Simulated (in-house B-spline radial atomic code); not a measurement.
# The rhodium ion Rh³⁺: [Kr] 4d6

Method: non-relativistic LDA VWN5, spin-polarised, spherical fractional occupations, point nucleus. Calculated with an all-electron radial atomic-structure program (B-spline basis).

Z_r = [3n² - l(l+1)]/(2<r>); Z_e = n√(-2ε); the last column is Slater's effective charge. Values are occupation-weighted means over spin.

```csv
shell,electrons,ε (eV),<r> (bohr),Z_r,Z_e,Slater
1s,2,-22381,0.03388,44.27,40.56,44.70
2s,2,-3215.5,0.1474,40.70,30.75,40.85
2p,6,-2985.5,0.126,39.68,29.63,40.85
3s,2,-601.86,0.4038,33.44,19.95,33.75
3p,6,-510.7,0.3964,31.54,18.38,33.75
3d,10,-342.07,0.3701,28.37,15.04,23.85
4s,2,-112.62,1,24.00,11.51,17.25
4p,6,-84.544,1.075,21.39,9.97,17.25
4d,6,-40.919,1.355,15.50,6.94,7.25
```

The least bound orbital is 4d down at -38.48 eV, and it is also the most diffuse (<r> = 1.368 bohr).
